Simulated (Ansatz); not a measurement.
A nudged elastic band was laid between two geometries of AlF3H2O (7 atoms, charge 0, multiplicity 1).

Method: RHF/6-31G* (Ansatz 0.2.0).

- movable images: 7
- climbing image: yes
- spring: 5.0 eV/Å²
- optimiser: quadratic models (default)
- start path: through a guess of the saddle point
- force threshold: 0.03 eV/Å
- iteration limit: 60
- end points: relaxed

Image 0:

```xyz
7
Properties=species:S:1:pos:R:3
Al -0.072 0.107 0.150
O -0.252 -0.046 1.851
H -0.541 -0.779 2.367
F 1.350 -0.285 -0.551
F -1.401 0.071 -0.801
F 0.142 1.983 0.655
H 0.014 1.808 1.570
```

Image 8:

```xyz
7
Properties=species:S:1:pos:R:3
Al 0.048 0.481 -0.080
O -0.065 0.154 1.849
H -0.835 -0.346 2.108
F 1.401 -0.289 -0.583
F -1.395 -0.212 -0.456
F 0.109 2.121 0.029
H -0.025 0.949 2.374
```

Question: Which bonds break or form, and what moves?

Answer: Bonds broken: F6–H7. Bonds formed: O2–H7.

Question: What energy profile does the band end with?

Answer: It converged. The highest image is number 3 of 0 to 8, 2.4 kcal/mol above the first end and 31.3 kcal/mol above the last; the last end lies 28.9 kcal/mol below the first. A vibrational analysis at the climbing image gives one clearly imaginary mode, 815i cm⁻¹: a first-order saddle point. The orbitals stay closed-shell, which can raise the energy where a bond breaks towards radicals; this wasn't checked here.

```csv
image,path coordinate (Å),energy (kcal/mol),F6–H7 (Å),O2–H7 (Å)
0,0.00,0.0,0.94,1.89
1,0.26,0.1,0.95,1.83
2,0.51,0.9,0.97,1.63
3,0.77,2.4,1.06,1.36
4,1.05,-7.1,1.34,1.09
5,1.33,-21.4,1.68,0.98
6,1.60,-26.7,2.02,0.96
7,1.88,-28.5,2.35,0.95
8,2.16,-28.9,2.62,0.95
```

Question: What is the geometry of the highest image?

Answer: 
```xyz
7
Properties=species:S:1:pos:R:3
Al -0.001 0.197 0.069
O -0.081 0.018 1.841
H -0.742 -0.426 2.353
F 1.399 -0.192 -0.665
F -1.412 -0.029 -0.719
F 0.099 1.931 0.740
H -0.023 1.360 1.622
```

Question: What are the harmonic wavenumbers there?

Answer: 815i, 163, 235, 244, 294, 425, 490, 705, 770, 893, 966, 1022, 1248, 2253, 4161 cm⁻¹.

The band took 10 iterations and about 80 core-seconds.

Time of the run: 78 s on 1 thread of Arm Neoverse V2, with other jobs on the host, peak memory 0.14 GiB.
